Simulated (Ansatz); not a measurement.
Isolated molecules relaxed with PBE0-D4/def2-TZVP in Ansatz; ΔE leaves out vibrations. CCSD(T)/CBS adds triple-zeta CCSD(T) − MP2 to the extrapolated MP2 energy (def2 sets, frozen cores). Double bonds are as drawn, so ΔE can hold a change between cis and trans. Functionals use def2-TZVPP. Elements past krypton have def2 core potentials. For Sn outer-core shells are correlated without core-valence functions, which leaves a few kJ/mol of doubt a bond. Each species was taken in one conformer, which may not be the lowest.

`CSB[SiH3]` + `[AlH2]/[CH]=[CH]/[SnH3]` → `[AlH2]/[CH]=C/B[SiH3]` + `C[S][SnH3]`  (redistribution)

```tsv
level	ΔE (kJ/mol)
PBE0	21.6
CCSD/def2-TZVPP	23.2
MP2/def2-QZVPP	24.9
CCSD/CBS(def2)	17.0
```

Question: What does CCSD(T)/CBS give? (Best estimate.)

Answer: Ansatz gave: +21.5 kJ/mol. The listed levels differ from it by 0.1, 1.7, 3.4, -4.5 kJ/mol.

Largest T1 diagnostic among the species: 0.015.

In def2-TZVPP, CCSD(T) changes the Hartree–Fock value by +28.8 kJ/mol (the triples alone add +4.6 kJ/mol) and MP2 by +30.0 kJ/mol. From PBE to PBE0 (25 % exact exchange), in def2-TZVPP and without D4, ΔE moves by −5.0 kJ/mol.
